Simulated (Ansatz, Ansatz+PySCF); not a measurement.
| atom | x (Å) | y (Å) | z (Å) |
| --- | --- | --- | --- |
| C | 1.6249 | 0.0000 | 0.0000 |
| C | 1.0131 | 1.2704 | 0.0000 |
| C | -0.3616 | 1.5841 | 0.0000 |
| C | -1.4640 | 0.7050 | 0.0000 |
| C | -1.4640 | -0.7050 | 0.0000 |
| C | -0.3616 | -1.5841 | 0.0000 |
| C | 1.0131 | -1.2704 | 0.0000 |
| C | 3.0349 | 0.0000 | 0.0000 |
| H | 3.5849 | 0.9300 | 0.0000 |
| H | 3.5849 | -0.9300 | 0.0000 |
| H | 1.6896 | 2.1187 | 0.0000 |
| H | -0.6030 | 2.6419 | 0.0000 |
| H | -2.4415 | 1.1758 | 0.0000 |
| H | -2.4415 | -1.1758 | 0.0000 |
| H | -0.6030 | -2.6419 | 0.0000 |
| H | 1.6896 | -2.1187 | 0.0000 |

Basis set: def2-SVP (spherical functions). Charge 0, multiplicity 1.

Computed with Ansatz (development build ahead of 0.2.0); each method stands on the lowest determinant of its kind that the runs found. Restricted functionals stand beside restricted open-shell atoms, which can lie above the unrestricted atoms usual in DFT and then raise those values.

The atomization energy at this shape (free ground-state atoms in the same class of orbitals less the molecule, no zero-point energy) of singlet C₈H₈:

```csv
method,atomization energy
PBE0 (restricted),1828.98 kcal/mol
PBE0 (unrestricted),1820.83 kcal/mol
UHF,1355.73 kcal/mol
```

Task: What does ωB97X (unrestricted) give?

Result: 1787.57 kcal/mol. Caution for ωB97X (unrestricted): the unrestricted determinant is spin contaminated. Caution for UHF: the unrestricted determinant is a mixture of spin states.

The shape needn't be a minimum at these levels.
